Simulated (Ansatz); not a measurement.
Strength of the B–H bond: C3H9B → C3H8B + H

Species: C3H9B `CBCC`, singlet; C3H8B `C[B]CC`, doublet; H atom, doublet. 

Shapes, held fixed at every level: PBE0-D4/def2-TZVP. Flexible molecules stand in one conformer, not always the lowest. Programs: Ansatz 0.2.0. The zero-point and thermal change to 298 K, harmonic and unscaled (PBE0-D4/def2-TZVP), is -21.9 kJ/mol.

(1) Estimate ΔH(298 K) of this reaction.

Answers

(1) The highest level, CCSD(T)/CBS estimate, gives ΔH(298 K) = +437.2 kJ/mol; the levels span +409.6 to +437.2. The column of differences is taken from that level and isn't an error. No measured value is set beside it here. Open shells run unrestricted unless RO is named. The CBS estimate extrapolates MP2 from def2-TZVPP and def2-QZVPP and adds CCSD(T) − MP2 in the triple-zeta set, cores frozen. Times are processor times on shared x86 and Arm servers, and rough.

```json
{"level": "B3LYP-D4/def2-TZVPP", "kind": "global hybrid", "ΔH(298 K) (kJ/mol)": "+429.2", "less CCSD(T)/CBS estimate": "-8.0", "CPU time (sum over the molecules)": "25 s"}
{"level": "BHLYP-D4/def2-TZVPP", "kind": "global hybrid", "ΔH(298 K) (kJ/mol)": "+429.7", "less CCSD(T)/CBS estimate": "-7.5", "CPU time (sum over the molecules)": "24 s"}
{"level": "r2SCAN0-D4/def2-TZVPP", "kind": "global hybrid", "ΔH(298 K) (kJ/mol)": "+414.9", "less CCSD(T)/CBS estimate": "-22.3", "CPU time (sum over the molecules)": "30 s"}
{"level": "B2PLYP/def2-TZVPP", "kind": "double hybrid", "ΔH(298 K) (kJ/mol)": "+428.7", "less CCSD(T)/CBS estimate": "-8.5", "CPU time (sum over the molecules)": "39 s"}
{"level": "MP2/def2-SVP", "kind": "perturbation theory", "ΔH(298 K) (kJ/mol)": "+409.6", "less CCSD(T)/CBS estimate": "-27.6", "CPU time (sum over the molecules)": "–"}
{"level": "CCSD(T)/def2-SVP", "kind": "coupled cluster or CI", "ΔH(298 K) (kJ/mol)": "+420.0", "less CCSD(T)/CBS estimate": "-17.2", "CPU time (sum over the molecules)": "48 s"}
{"level": "CCSD/def2-TZVPP", "kind": "coupled cluster or CI", "ΔH(298 K) (kJ/mol)": "+429.9", "less CCSD(T)/CBS estimate": "-7.3", "CPU time (sum over the molecules)": "–"}
{"level": "CCSD(T)/CBS estimate", "kind": "coupled cluster or CI", "ΔH(298 K) (kJ/mol)": "+437.2", "less CCSD(T)/CBS estimate": "0.0", "CPU time (sum over the molecules)": "12 min"}
```
